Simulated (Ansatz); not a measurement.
Consider the isomerisation: `C=N[SiH2][GeH3]` → `C1[NH][GeH2][SiH2]1`.

Computed with Ansatz on PBE0-D4/def2-TZVP structures; ΔE is electronic, products minus reactants. CBS: MP2 limit from def2 TZ/QZ plus the TZ coupled-cluster correction, frozen cores. Functionals use def2-TZVPP. For Ge outer-core shells are correlated without core-valence functions, which leaves a few kJ/mol of doubt a bond. Scalar relativity is left out up to krypton. Each species was taken in one conformer, which may not be the lowest.

```
             level  ΔE (kJ/mol)  difference from CCSD(T)/CBS
            PBE-D4          7.2                         -5.3
         r2SCAN-D4         13.8                          1.3
           PBE0-D4          0.6                        -11.9
           ωB97M-V         11.1                         -1.4
            B2PLYP         23.6                         11.1
               PBE          9.7                         -2.8
              PBE0          2.4                        -10.1
     HF/def2-TZVPP         46.5                         34.0
SCS-MP2/def2-TZVPP         17.3                          4.8
CCSD(T)/def2-TZVPP         17.1                          4.6
     HF/def2-QZVPP         47.4                         34.9
    MP2/def2-QZVPP          3.9                         -8.6
SCS-MP2/def2-QZVPP         15.1                          2.6
      HF/CBS(def2)         47.6                         35.1
     MP2/CBS(def2)          1.6                        -10.9
    CCSD/CBS(def2)         14.0                          1.5
       CCSD(T)/CBS         12.5                            0
```

Largest T1 diagnostic among the species: 0.013.

In def2-TZVPP, CCSD(T) changes the Hartree–Fock value by −29.4 kJ/mol (the triples alone add −1.5 kJ/mol) and MP2 by −40.3 kJ/mol. From PBE to PBE0 (25 % exact exchange), in def2-TZVPP and without D4, ΔE moves by −7.3 kJ/mol. The D4 term adds −4.1 kJ/mol with B3LYP and −1.8 kJ/mol with PBE0; it sums over pairs of atoms, weighted by their polarisabilities, and B3LYP, whose exchange is more repulsive, gets the larger term.

B3LYP here is the variant with VWN-RPA as its local correlation; programs differ in this.
